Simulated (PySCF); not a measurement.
UHF on Mg⁺ (magnesium, charge +1)

Configuration: [Ne] 3p1, 2P determinant (an excited configuration). All numbers are calculated (PySCF 2.14, scalar relativity by spin-free X2C-1e, in dyall-av3z (20s13p6d4f, 117 functions)).

```json
{"Total energy": "-199.520711 hartree", "One-electron energy": "-275.2738 hartree", "Hartree (Coulomb) energy": "91.6261 hartree", "Exchange energy": "-15.8730 hartree", "⟨S²⟩": "0.7500", "⟨L²⟩": "2.000", "Sum of ⟨r⟩": "9.244 bohr", "Sum of ⟨r²⟩": "18.94 bohr²", "Traceless quadrupole moment −½Σ⟨3z² − r²⟩ along its main axis": "-5.68 e·bohr²", "Langevin diamagnetic susceptibility": "-15.0 ×10⁻⁶ cm³/mol"}
```

```json
{"shell": "1s α", "electrons": "1", "mean orbital energy (hartree)": "-49.51311", "spread (hartree)": "0", "rms radius, mean of both spins (bohr)": "0.151"}
{"shell": "1s β", "electrons": "1", "mean orbital energy (hartree)": "-49.50978", "spread (hartree)": "0", "rms radius, mean of both spins (bohr)": "0.151"}
{"shell": "2s α", "electrons": "1", "mean orbital energy (hartree)": "-4.16450", "spread (hartree)": "0", "rms radius, mean of both spins (bohr)": "0.755"}
{"shell": "2s β", "electrons": "1", "mean orbital energy (hartree)": "-4.16008", "spread (hartree)": "0", "rms radius, mean of both spins (bohr)": "0.755"}
{"shell": "2p α", "electrons": "3", "mean orbital energy (hartree)": "-2.67648", "spread (hartree)": "0.00893", "rms radius, mean of both spins (bohr)": "0.768"}
{"shell": "2p β", "electrons": "3", "mean orbital energy (hartree)": "-2.66884", "spread (hartree)": "0.00912", "rms radius, mean of both spins (bohr)": "0.768"}
{"shell": "3p α", "electrons": "1", "mean orbital energy (hartree)": "-0.38420", "spread (hartree)": "0", "rms radius, mean of both spins (bohr)": "3.77"}
```

Spin-orbit constants ζ (cm⁻¹) from the X2C one-electron operator on these orbitals: bare nucleus, nucleus screened by l(l+1)(2l+1)/3 electrons, and screened by the Breit-Pauli mean field of the electrons.

```json
{"shell": "2p", "bare": "1770", "screened nucleus": "1475", "mean field": "1343"}
{"shell": "3p", "bare": "61.41", "screened nucleus": "51.17", "mean field": "45.58"}
```

To first order the Landé constant is A = 45.58 cm⁻¹, so the lowest level has J = 1/2 and lies 0.00565 eV below the centre of the term.
